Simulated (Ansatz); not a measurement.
A run for Ansatz (a quantum-chemistry and plane-wave program): R-CCSD(T)/cc-pV(T+d)Z on FH3SSi (SMILES F[SiH2]S), a point of a torsion scan. Files ending in .json are basis or fitting sets from the Basis Set Exchange.

Ansatz 0.2 input:
```yaml
crystal:
  periodic: [false, false, false]
  atoms:
    - {symbol: F, position_ang: [-1.30963292, 1.27021473, -0.32571309]}
    - {symbol: Si, position_ang: [-0.53137747, -0.07868331, 0.05381381]}
    - {symbol: S, position_ang: [1.46866220, 0.43649930, 0.62173406]}
    - {symbol: H, position_ang: [-1.22676688, -0.61703372, 1.20095157]}
    - {symbol: H, position_ang: [-0.48686016, -0.86719213, -1.15730376]}
    - {symbol: H, position_ang: [2.09021720, -0.26991058, -0.31083403]}
basis:
  gaussian:
    orbitals: cc-pV_T+d_Z.json
magnetization: {spin_polarized: false}
correlation: {method: ccsd_t, electrons: outside_noble_gas}
scf: {lower_state_search: off}
```

Problem. Give the final energy of this run.

Solution. -788.4245 hartree (reference determinant -787.8182, T1 diagnostic 0.011).

Problem. How many basis functions does it have, and what does it roughly cost on one machine?

Solution. 150 functions; about 30 core-seconds (a rough figure).
